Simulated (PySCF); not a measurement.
1,1-dichlorobuta-1,2-diene (C4H4Cl2), SMILES CC=C=C(Cl)Cl. Atoms are numbered in the order given.

```xyz
10

C     -3.1956     0.4806     0.0000
C     -2.1200    -0.5709     0.0000
C     -0.8288    -0.3385     0.0000
C      0.4552    -0.0970     0.0000
Cl     1.3838     0.0749     1.4713
Cl     1.3838     0.0749    -1.4713
H     -3.8429     0.3669    -0.8860
H     -2.7725     1.4945     0.0000
H     -3.8429     0.3669     0.8860
H     -2.4551    -1.6190     0.0000
```
Charge 0, spin multiplicity 1.

Geometry optimised at B3LYP-D3(BJ)/def2-SVP.

Two levels are set side by side: PBE/pcSseg-1 (PySCF) and B3LYP/pcSseg-1 (PySCF). GIAO shifts against HCl (³⁵Cl), TMS (¹H), TMS (¹³C) at the same level; non-relativistic, no solvent, atoms listed together averaged. Without spin–orbit terms, shifts of atoms bonded to Cl or Br come out too high at both levels. Differences are taken from unrounded values.

```tsv
quantity	PBE
δ(¹³C) of C1 (ppm)	22.3
δ(¹³C) of C2 (ppm)	109.1
δ(¹³C) of C3 (ppm)	215.6
δ(¹³C) of C4 (ppm)	124.5
δ(³⁵Cl) of Cl5, Cl6 (ppm)	362.4
δ(¹H) of H10 (ppm)	6.32
```

**Question.** These are the PBE values. What does B3LYP give? (Estimate from the structure and the level; the computed values follow.)

**Answer.** 
```csv
quantity,B3LYP,PBE minus B3LYP
δ(¹³C) of C1 (ppm),21.7,0.7
δ(¹³C) of C2 (ppm),110.2,-1.2
δ(¹³C) of C3 (ppm),220.0,-4.4
δ(¹³C) of C4 (ppm),125.2,-0.7
"δ(³⁵Cl) of Cl5, Cl6 (ppm)",337.8,24.6
δ(¹H) of H10 (ppm),6.25,0.07
```

Rough cost on one machine, each run with all the roots and properties that it gave: B3LYP against PBE within a factor of 2.
